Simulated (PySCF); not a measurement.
# Dipole response of Rh²⁺ (rhodium, charge +2)

[Kr] 4d7, high-spin 4F determinant. All numbers are calculated (PySCF 2.14, scalar relativity by spin-free X2C-1e, in aug-cc-pwCVTZ-DK). Coupled (time-dependent) response in atomic units; α is the mean over directions.

```
method  mean α (bohr³)  C₆ (like pair)  S(−4)
  PBE0           7.306           38.97  14.08
```

S(−4) is the Cauchy moment in α(ω) = α(0) + S(−4) ω² + …

Spin-orbit coupling is absent.

α(iu) at PBE0:

```tsv
u (hartree)	α(iu) (bohr³)
0	7.306
0.0500	7.271
0.100	7.170
0.200	6.811
0.300	6.334
0.500	5.342
0.750	4.305
1.00	3.513
1.50	2.435
2.00	1.768
3.00	1.035
5.00	0.4724
```

A single London oscillator, α(iu) = α/(1 + u²/ω²), gives C₆ = (3/4) ω α². Matching the computed C₆ needs ω = 4 × 38.97 / (3 × 7.306²) = 0.973 hartree.

For an ion, C₆ is the dispersion term alone; charge-induced terms of lower order in 1/R come first.
